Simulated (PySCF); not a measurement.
HNSi, SMILES N#[SiH]. Geometry optimised at B3LYP-D3(BJ)/def2-TZVPD.

Give the equilibrium geometry at B3LYP-D3(BJ)/def2-TZVPD (PySCF confirms it by a frequency run) as Cartesian coordinates in Å, and its point group. (An estimate is asked for; the answer gives what the named calculation found.)

point group C∞v.
```xyz
3

H      0.0000     0.0000    -1.9120
Si     0.0000     0.0000    -0.4289
N      0.0000     0.0000     1.1310
```
